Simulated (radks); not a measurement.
Results of a calculation; reference values are marked as such.
Fractional charge and spin in the 5p shell of barium: the spin-up occupation runs from 2 to 3 and the spin-down occupation from 2 to 3; the fullest corner is Ba, [Kr] 4d10 5s2 6s2 5p(up 3, down 3). Level of theory: scalar-relativistic Kohn-Sham, LDA (Slater exchange, Perdew-Wang correlation), spin-polarised, spherical densities, point nucleus (a radial shooting solver on a logarithmic mesh with Libxc functionals). Energy (eV) minus the two flat planes that join the four corners (they meet along the diagonal where the two added fractions sum to one electron); zero is where a piecewise linear energy would lie.

\begin{tabular}{lrrrrr}
down \ up & 2 & 2.25 & 2.5 & 2.75 & 3 \\ \hline
2 & 0.000 & -0.953 & -1.263 & -0.941 & 0.000 \\
2.25 & -0.953 & -1.218 & -0.853 & 0.129 & -0.857 \\
2.5 & -1.263 & -0.853 & 0.172 & -0.774 & -1.132 \\
2.75 & -0.941 & 0.129 & -0.774 & -1.091 & -0.839 \\
3 & 0.000 & -0.857 & -1.132 & -0.839 & 0.000 \\
\end{tabular}

Corners above the fullest one (they belong to Ba+ and the next ion): (up 3, down 2) 23.219 eV, (up 2, down 3) 23.219 eV, (up 2, down 2) 56.726 eV. With half an added electron in each spin the energy lies 0.172 eV from the planes, and with half an added electron in spin up alone -1.263 eV. The planes are only a guide here: the flat-plane condition holds for ground states with one frontier orbital, while this shell lies below other occupied shells, so the corners above the fullest one are inner-hole states and not the ground states of those ions.
